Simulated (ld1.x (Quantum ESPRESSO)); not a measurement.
Configuration tests for lanthanum (La) (PAW)

La, PAW, made with ld1.x (Quantum ESPRESSO) 7.5 (PBE, non-relativistic). Core [Kr] 4d10, reference 4f0 5s2 5p6 5d1 6s1.5 6p0.5. Waves: 5s (bound): rcut 2.90, rcutus 3.15 bohr; 6s (bound): rcut 2.90, rcutus 3.15 bohr; 5p (bound): rcut 2.35, rcutus 2.70 bohr; 6p (bound): rcut 2.35, rcutus 2.70 bohr; 5d (bound): rcut 2.30, rcutus 2.55 bohr; 5d channel at 0.05 Ry: rcut 2.30, rcutus 2.55 bohr; 4f (bound, empty): rcut 1.55, rcutus 1.85 bohr; 4f channel at 0.15 Ry: rcut 1.55, rcutus 1.85 bohr. Local part: all-electron potential smoothed inside 2.35 bohr (lloc = -1). Core correction: Bessel-smoothed model core inside 1.00 bohr. Augmentation charge: PSQ, inside the norm-conserving radii.

Energies are relative to the spin-unpolarised reference configuration 4f0 5s2 5p6 5d1 6s1.5 6p0.5; without spin polarisation the order of configurations can differ from experiment. Not all tests gave a result: test run stopped at test 4 of 7 (negative rho).

```tsv
valence configuration	charge	ΔE all-electron (eV)	error AE − PS (meV)
4f0 5s2 5p6 5d1 6s2 6p0	0	-1.026	+1.9
4f0 5s2 5p6 5d1 6s1 6p0	+1	4.651	0.0
4f0 5s2 5p6 5d1 6s0 6p0	+2	15.061	+3.9
```

Levels in the configuration 4f0 5s2 5p6 5d1 6s2 6p0:

```csv
level,all-electron (eV),pseudo (eV)
5s,-35.955,-35.953
5p,-22.365,-22.351
5d,-3.729,-3.720
6s,-3.475,-3.477
```
